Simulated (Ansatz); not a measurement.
System: CH7BNO2, charge 1, multiplicity 1. It need not be the lowest isomer of its formula. 
Structure (B3LYP-D3(BJ)/def2-TZVP (Ansatz, a first-principles code) minimum search):
SMILES: C[NH2+]B(O)O
```xyz
12

C     -1.8983    -0.1572    -0.0892
N     -0.6268    -0.4917     0.6633
B      0.6396     0.0885    -0.0259
O      0.9301     1.3198     0.3993
O      1.1638    -0.7548    -0.9178
H     -2.7448    -0.5876     0.4384
H     -1.9915     0.9242    -0.1352
H     -1.8223    -0.5771    -1.0884
H     -0.6983    -0.1237     1.6137
H     -0.5424    -1.5074     0.7353
H      1.6838     1.7974     0.0332
H      1.9430    -0.5036    -1.4276
```
Charge +1, spin multiplicity 1.

Parts of the frozen-core correlation energy in cc-pVTZ (Ansatz, hartree). Frozen orbitals: 5; correlated occupied orbitals by spin: 15 and 15; virtual: 228 and 228. No spin-orbit coupling. No relativistic terms.

| term | value |
|---|---|
| reference (HF) | -270.83852 |
| MP2 opposite-spin | ? |
| MP2 same-spin | ? |
| CCSD correlation | ? |
| (T) | -0.03567 |
| T1 diagnostic | 0.011 |
| largest doubles amplitude | 0.020 |

### Question
What belongs in the gaps?

### Answer

- MP2 opposite-spin, value: -0.72690
- MP2 same-spin, value: -0.23223
- CCSD correlation, value: -0.98871
